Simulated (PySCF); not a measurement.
**Ionisation energy of S²⁺ by level of theory**

S²⁺ [Ne] 3s2 3p2 (3P) → S³⁺ [Ne] 3s2 3p1 (2P), as a difference of total energies. Computed with PySCF 2.14 in dyall-av3z (19s12p3d2f, 84 functions), with no relativity, point nucleus. Correlated levels: valence: [Ne] frozen; virtual orbitals above 40 to 60 times the deepest correlated orbital energy dropped. The calculations carry no spin-orbit coupling.

```csv
method,ionisation energy (eV)
UHF,34.162
LDA,34.881
PBE,34.834
PBE0,34.876
r2SCAN,35.031
BHandHLYP,34.701
TPSSh,34.908
BLYP,34.634
B2PLYP,34.692
MP2 (valence),34.643
SCS-MP2 (valence),34.547
```

Q: How much does correlation contribute at MP2 (valence)?

A: 34.643 − (34.162) = 0.481 eV, measured against UHF.

A first-order spin-orbit estimate (lowest level to lowest level, LS coupling) adds -0.009 eV.

Errors of the correlated levels include the incompleteness of this basis and the frozen core.

For comparison: 34.86 ± 0.04 eV (semi-empirical (NIST evaluation); NIST Atomic Spectra Database, ionization energies).
